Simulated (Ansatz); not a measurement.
Si₃Te. The state is a singlet with charge 0. Geometry PBE-D4/def2-SVP; atoms count from 1.

Cartesian coordinates in Å:
```
Si 0.533 -0.346 1.906
Si -0.593 0.976 0.419
Si 0.631 -1.001 -0.282
Te -0.571 0.372 -2.043
```

In the def2 sets Te takes a core potential; there is no spin–orbit coupling. The structure comes from a short search, and lower isomers may exist.

Question: Estimate the Mulliken populations from the PBE0/def2-TZVP orbitals of Ansatz.

Answer: 
```json
{"atom": "Si1", "charge (e)": "-0.05"}
{"atom": "Si2", "charge (e)": "0.04"}
{"atom": "Si3", "charge (e)": "0.04"}
{"atom": "Te4", "charge (e)": "-0.03"}
```
Mulliken values and Mayer orders depend strongly on the basis.

Question: And the Mayer bond orders between bonded heavy atoms (over 0.3)?

Answer: Si1–Si2 1.22 (2.29 Å); Si1–Si3 1.22 (2.29 Å); Si2–Si3 1.02 (2.43 Å); Si2–Te4 1.00 (2.54 Å); Si3–Te4 1.00 (2.54 Å). Values over 0.3 also appear between atoms too far apart for a bond (Si1–Te4 0.39 at 4.16 Å); they arise where an orbital or an unpaired electron spreads over both atoms.
